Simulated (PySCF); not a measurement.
Potassium: highly charged ions in a basis for the neutral atom

K⁷⁺ [Ne] 3s2, K⁸⁺ [Ne] 3s1. Calculation: PySCF 2.14, in jorge-DZP-DKH; the spin-free X2C one-electron Hamiltonian (Gaussian nucleus). No spin-orbit coupling, so a gap to NIST mixes the basis error with missing relativistic terms.

Changed run: basis of the neutral atom used for a highly charged ion. This setting is unsound on purpose.

```
species  method  sound run (hartree)  changed run (hartree)  converged
    K⁷⁺     UHF              not run             -585.27597        yes
    K⁷⁺     PBE              not run             -585.58290        yes
    K⁷⁺    TPSS              not run             -585.79758        yes
    K⁸⁺     UHF              not run             -579.71343        yes
    K⁸⁺     PBE              not run             -579.94530        yes
    K⁸⁺    TPSS              not run             -580.17568        yes
```

Ionisation energy of K⁷⁺:

| method | changed run (eV) | NIST (eV) |
| --- | --- | --- |
| UHF | 151.36 | 154.87 ± 0.05 |
| PBE | 153.41 | 154.87 ± 0.05 |
| TPSS | 152.98 | 154.87 ± 0.05 |

The contracted functions were made for the neutral atom and can be too rigid for a highly charged ion.
